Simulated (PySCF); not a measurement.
CH8FNSi2, SMILES N[SiH2][SiH2]CF. The structure is a stationary point at ωB97X-D3(BJ)/def2-SVP. The structure was generated by enumeration, and PubChem lists no compound with its InChIKey, so it may never have been made. Other conformers were not sampled.

Computed equilibrium geometry at ωB97X-D3(BJ)/def2-SVP (PySCF confirms it by a frequency run) as Cartesian coordinates in Å (one conformer of several):
```xyz
13

N     -1.3884     0.3088     1.3220
Si    -1.5210    -0.2926    -0.3044
Si     0.6029     0.0777    -1.2168
C      1.6946     0.5508     0.2772
F      1.5250    -0.4237     1.2708
H     -0.5867    -0.0075     1.8616
H     -2.2161     0.3813     1.9051
H     -2.5700     0.4942    -1.0198
H     -1.8977    -1.7371    -0.4574
H      0.6314     1.2171    -2.1847
H      1.1731    -1.1274    -1.8892
H      1.3767     1.5230     0.6914
H      2.7689     0.6126     0.0349
```
Charge 0, spin multiplicity 1.
